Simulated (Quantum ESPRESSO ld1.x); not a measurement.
Values are calculated unless marked as measured or tabulated.
Zn XX, 11 electrons, occupied as [Ne] 3s1. Level of theory: scalar-relativistic Kohn-Sham, LDA (Slater exchange, Perdew-Wang correlation), spin-polarised, spherical densities, point nucleus; open shells are filled with parallel spins first (ld1.x of Quantum ESPRESSO 7.5).

Normalised radial functions P(r) = r R(r), r in bohr:

r	3s up	3s down
0.002905	0.1403	0.1406
0.00325	0.1549	0.1552
0.003635	0.1707	0.1710
0.004066	0.1878	0.1882
0.004511	0.2050	0.2054
0.005046	0.2248	0.2253
0.005644	0.2461	0.2466
0.006313	0.2687	0.2692
0.007061	0.2925	0.2932
0.007898	0.3176	0.3183
0.008763	0.3417	0.3424
0.009802	0.3683	0.3691
0.01096	0.3952	0.3961
0.01226	0.4219	0.4228
0.01372	0.4478	0.4488
0.01534	0.4720	0.4730
0.01702	0.4921	0.4932
0.01904	0.5102	0.5113
0.0213	0.5231	0.5242
0.02382	0.5294	0.5305
0.02664	0.5272	0.5283
0.02956	0.5159	0.5170
0.03307	0.4920	0.4929
0.03699	0.4538	0.4547
0.04137	0.3997	0.4004
0.04627	0.3279	0.3285
0.05176	0.2378	0.2381
0.05743	0.1374	0.1374
0.06424	0.0124	0.0121
0.07185	-0.1277	-0.1283
0.08036	-0.2785	-0.2794
0.08989	-0.4335	-0.4347
0.1005	-0.5841	-0.5856
0.1116	-0.7105	-0.7121
0.1248	-0.8204	-0.8221
0.1396	-0.8899	-0.8914
0.1561	-0.9056	-0.9067
0.1746	-0.8559	-0.8562
0.1937	-0.7441	-0.7434
0.2167	-0.5506	-0.5486
0.2424	-0.2861	-0.2825
0.2711	0.0357	0.0409
0.3033	0.3921	0.3984
0.3392	0.7520	0.7587
0.3764	1.0582	1.0641
0.421	1.3239	1.3277
0.4709	1.4936	1.4941
0.5267	1.5484	1.5457
0.5891	1.4859	1.4813
0.6589	1.3224	1.3179
0.7311	1.1077	1.1050
0.8178	0.8469	0.8469
0.9147	0.5942	0.5967
1.023	0.3799	0.3837
1.144	0.2195	0.2233
1.28	0.1135	0.1165
1.42	0.0551	0.0571
1.589	0.0223	0.0233
1.777	0.0077	0.0082

3s up: eigenvalue -721.75 eV, 2 radial nodes at r = 0.0649, 0.268 bohr, <r> = 0.556 bohr, 90 % of the charge inside 0.806 bohr. 3s down (empty): eigenvalue -712.09 eV, 2 radial nodes at r = 0.0649, 0.268 bohr, <r> = 0.556 bohr, 90 % of the charge inside 0.807 bohr.
